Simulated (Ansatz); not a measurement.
`[SiH3][GeH2][Cl]` + HCl → `[Cl][GeH2][Cl]` + SiH₄ at 600 K and 1 bar (cleavage of the Ge–Si bond).

Gas-phase electronic energies from Ansatz, PBE0-D4/def2-TZVP geometries. CBS: MP2 limit from def2 TZ/QZ plus the TZ coupled-cluster correction, frozen cores. This one scheme is used for every species. For Ge outer-core shells are correlated without core-valence functions, which leaves a few kJ/mol of doubt a bond. Scalar relativity is left out up to krypton.

```
           species  CCSD(T)/CBS energy (Eh)  H − E (kJ/mol)  S (J/(mol·K))
`[SiH3][GeH2][Cl]`              -2828.00643           163.1          415.5
               HCl               -460.38127            35.4          207.2
  `[Cl][GeH2][Cl]`              -2996.94498            87.0          354.5
              SiH₄               -291.46306           108.7          242.3
```

H − E and S are ideal-gas, rigid-rotor, harmonic terms from PBE0-D4/def2-TZVP. 1 Eh = 2625.50 kJ/mol, R = 8.31446 J/(mol·K).

By hand: ΔE, ΔH, ΔS and ΔG.

ΔE = (-2996.94498) + (-291.46306) − (-2828.00643) − (-460.38127) = -0.02034 Eh = -53.4 kJ/mol. Δ(H − E) = 87.0 + 108.7 − 163.1 − 35.4 = -2.8, so ΔH = -56.2 kJ/mol. ΔS = 354.5 + 242.3 − 415.5 − 207.2 = -25.9 J/(mol·K). ΔG = -56.2 − 600 × (-25.9)/1000 = -40.7 kJ/mol.

By hand: the equilibrium constant, and the temperature at which ΔG would vanish if ΔH and ΔS stayed fixed.

log₁₀ K = −ΔG/(RT ln 10) = 3.5. ΔG = 0 at ΔH/ΔS = 2170 K.

ΔH outweighs TΔS. A doubt of 5 kJ/mol in ΔE shifts log₁₀ K by 0.4 here. These are equilibria of isolated gas molecules and say nothing of rates. Largest T1 diagnostic: 0.011 (customary marks: 0.02 for closed shells, 0.045 for open ones).
